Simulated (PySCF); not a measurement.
# From computed data to an observable: dipole moment from atomic charges

C3H3BrF2, SMILES FC(F)/C=C\Br. Atoms are numbered in the order given.

```xyz
9

F     -0.3214     2.4670    -1.0961
C     -0.2693     1.6598     0.0000
F     -0.3214     2.4670     1.0961
C      1.0199     0.9033     0.0000
C      1.1690    -0.4208     0.0000
Br    -0.2470    -1.6827     0.0000
H     -1.1572     1.0081     0.0000
H      1.9203     1.5272     0.0000
H      2.1495    -0.8994     0.0000
```

The structure is a stationary point at B3LYP-D3(BJ)/def2-SVP. The structure was generated by enumeration; whether it is a known compound was not checked. Other conformers were not sampled.

Charges (e) from r2SCAN/def2-TZVP (PySCF):

| atom | IAO | Mulliken |
|---|---|---|
| F1 | -0.303 | -0.199 |
| C2 | 0.453 | 0.328 |
| F3 | -0.303 | -0.199 |
| C4 | -0.193 | -0.188 |
| C5 | -0.193 | -0.074 |
| Br6 | 0.025 | -0.053 |
| H7 | 0.148 | 0.080 |
| H8 | 0.181 | 0.145 |
| H9 | 0.184 | 0.161 |

The dipole moment of the full density is 1.83 D.

Question: What dipole moment does each set of point charges give, and which comes closer to that of the density?

Answer: 
μ = Σ q r, and 1 e Å = 4.8032 D.
IAO: Σ q r = (0.216, -0.618, 0.000) e Å, |μ| = 3.15 D.
Mulliken: Σ q r = (0.306, -0.330, 0.000) e Å, |μ| = 2.16 D.
Mulliken comes closer in size. Point charges leave out the atoms' own dipoles (lone pairs, polarised bonds); fits to the potential absorb them, partitions of the density don't.
